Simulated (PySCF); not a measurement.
How methods differ on the ionisation energy of Hf³²⁺

Hf³²⁺ [Kr] 4d4 (5D) → Hf³³⁺ [Kr] 4d3 (4F), as a difference of total energies. Computed with PySCF 2.14 in an uncontracted even-tempered set (18 s from 2.8 bohr⁻², ratio 2.5; 12 p from 3.6 bohr⁻², ratio 2.5; 9 d from 3.6 bohr⁻², ratio 2.5; 4 f from 16 bohr⁻², ratio 2.7; 3 g from 24 bohr⁻², ratio 2.7), with the non-relativistic Hamiltonian (point nucleus). Correlated levels: outer shells: [Ar] 3d10 frozen; virtual orbitals above 40 to 60 times the deepest correlated orbital energy dropped. The calculations carry no spin-orbit coupling.

```
                method  ionisation energy (eV)
                   UHF                  1306.6
                   LDA                  1307.9
                r2SCAN                  1307.7
               r2SCANh                  1307.8
                   M06                  1307.8
    MP2 (outer shells)                  1306.8
SCS-MP2 (outer shells)                  1306.5
```

Task: Estimate what PBE gives.

Result: 1307.6 eV, closest to r2SCAN among the rows shown.

Task: Estimate what PBE0 gives.

Result: 1307.8 eV, closest to LDA among the rows shown.

Spin-orbit coupling is strong in these open shells (close to jj coupling). The scalar numbers leave it out and a first-order estimate fails, so it can dominate the gap to the real levels.

All relativistic terms are absent from these numbers, so their closeness to the reference says little about the methods.

For comparison: 1311 ± 4 eV (theoretical estimate listed by NIST; NIST Atomic Spectra Database, ionization energies).
